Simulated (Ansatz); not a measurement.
Gas-phase electronic energies from Ansatz, PBE0-D4/def2-TZVP geometries. CCSD(T)/CBS is the MP2 limit (def2-TZVPP, def2-QZVPP) plus CCSD(T) − MP2 in def2-TZVPP, frozen cores. DFT in def2-TZVPP. B3LYP here is the variant with VWN-RPA as its local correlation; programs differ in this. def2 core potentials past Kr. For In outer-core shells are correlated without core-valence functions, which leaves a few kJ/mol of doubt a bond. One conformer a species, not always the lowest.

`C=NC[SiH3]` + `[OH][In]([SH])[O][SiH3]` → `[SiH3][O][In]([SH])[O][SiH3]` + `C=NC`  (ligand exchange at the Si–C bond)

Question: Is it downhill or uphill in electronic energy at CCSD(T)/CBS, and by how much? (Estimate.)

Answer: Computed: Downhill: ΔE = -110.9 kJ/mol.

Question: What do these levels give: PBE0-D4, B3LYP-D4, ωB97X-V, ωB97M-V, B2PLYP, r2SCAN, PBE0, B3LYP, HF/def2-TZVPP, HF/def2-QZVPP, HF/CBS(def2), CCSD/CBS(def2)? (An estimate is asked.)

Answer: Ansatz gave: PBE0-D4 -100.1, B3LYP-D4 -109.7, ωB97X-V -109.4, ωB97M-V -107.9, B2PLYP -111.5, r2SCAN -104.6, PBE0 -98.9, B3LYP -108.1, HF/def2-TZVPP -136.1, HF/def2-QZVPP -137.9, HF/CBS(def2) -138.1, CCSD/CBS(def2) -114.4 kJ/mol.

Largest T1 diagnostic among the species: 0.016.

In def2-TZVPP, CCSD(T) changes the Hartree–Fock value by +24.0 kJ/mol (the triples alone add +3.5 kJ/mol) and MP2 by +24.0 kJ/mol. From PBE to PBE0 (25 % exact exchange), in def2-TZVPP and without D4, ΔE moves by −9.3 kJ/mol.
